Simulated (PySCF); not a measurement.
Compound: InCl2(OiPr), C3H7Cl2InO.
Geometry (PBE0-D3(BJ)/def2-SVP, Å), atoms numbered from 1 in this order:
```xyz
14
C3H7Cl2InO angstrom
In     1.090    2.001   -1.083
Cl     3.352    1.588   -0.686
Cl     0.446    4.118   -1.773
O     -0.312    0.613   -0.911
C     -0.102   -0.555   -0.140
C     -1.368   -1.382   -0.255
C      0.235   -0.203    1.300
H      0.740   -1.143   -0.560
H     -2.221   -0.823    0.159
H     -1.271   -2.334    0.289
H     -1.583   -1.599   -1.311
H      1.181    0.365    1.354
H     -0.570    0.411    1.737
H      0.364   -1.101    1.922
```

Computed with PBE0-D3(BJ)/def2-SVP geometry optimisation, gas phase, def2 core potentials past Kr (PySCF).

(1) Which atoms are bound to In1, and at what distances?

(2) List the angles at In1.

(3) What is the shape at In1?

(4) What are the other bond lengths?

(5) Give some angles away from the centre.

(6) What are the rotational constants (commonest isotopes, rigid rotor)?

Answers

(1) 3 atoms: O4 1.981 Å, Cl3 2.319 Å, Cl2 2.333 Å. The nearest atom not counted as bound is H12, at 2.94 Å.

(2) 
```json
{"angle": "Cl2–In1–O4", "degrees": "123.2", "distance of the outer atoms (Å)": "3.80"}
{"angle": "Cl2–In1–Cl3", "degrees": "118.8", "distance of the outer atoms (Å)": "4.00"}
{"angle": "Cl3–In1–O4", "degrees": "118.0", "distance of the outer atoms (Å)": "3.69"}
```

(3) Planar: angles 123.2°, 118.8° and 118.0°, sum 360.0°, 0.02 Å off the plane of its three neighbours. The In–Cl distances aren't all alike: 2.319 to 2.333 Å.

(4) O4–C5 1.415 Å; C5–C6, C5–C7 1.519 Å; C5–H8 1.109 Å; C6–H9 and 5 like bonds 1.101 Å.

(5) In1–O4–C5 121.3°, O4–C5–C6 106.5°, O4–C5–C7 111.0°, C6–C5–C7 112.5°.

(6) A = 1540, B = 735.0, C = 538.4 MHz: an asymmetric top.

Point group: C1 (no symmetry element, even within 0.4 Å). Charge 0, singlet. Whether it is a minimum is left open (no frequencies).

One conformer stands for the species.
